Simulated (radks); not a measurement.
The numbers below are computed, except where a source is named.
The rubidium ion Rb32+, configuration [He] 2s2 2p1 (the NIST ground configuration).

Level of theory: scalar-relativistic Kohn-Sham, PBE, spin-unpolarised, spherical densities, point nucleus (a radial shooting solver on a logarithmic mesh with Libxc functionals).

Energy parts (hartree):
part                       energy
total                 -1830.92204
kinetic                1893.60298
electron-nucleus      -3809.77151
Hartree                 120.16264
exchange-correlation    -34.91615

Orbitals (lengths in bohr, moments of r in powers of bohr):
[
 {"orbital": "1s", "occ.": "2", "eigenvalue (hartree)": "-641.8991", "<r>": "0.04011", "<r^4>": "0.00001201"},
 {"orbital": "2s", "occ.": "2", "eigenvalue (hartree)": "-147.3973", "<r>": "0.1664", "<r^4>": "0.001747"},
 {"orbital": "2p", "occ.": "1", "eigenvalue (hartree)": "-141.8743", "<r>": "0.1426", "<r^4>": "0.001146"}
]

The highest occupied level is 2p at -3860.6 eV. Summed over all electrons, <r^2> = 0.09374 bohr^2, which gives a Langevin (diamagnetic) susceptibility term of -0.0742 x 10^-6 cm^3/mol. The density falls to 0.001 e/bohr^3 at r = 0.56 bohr. For comparison, the ionisation energy in NIST's Atomic Spectra Database is 3988 eV (semi-empirical). In exact Kohn-Sham theory the highest level is minus the ionisation energy, but local and semilocal functionals leave it too shallow, through self-interaction and a potential that decays too fast; potentials with the right tail come closer.

Beside tabulated values, note that spin-unpolarised runs miss the spin-polarisation part of the exchange energy of open shells.
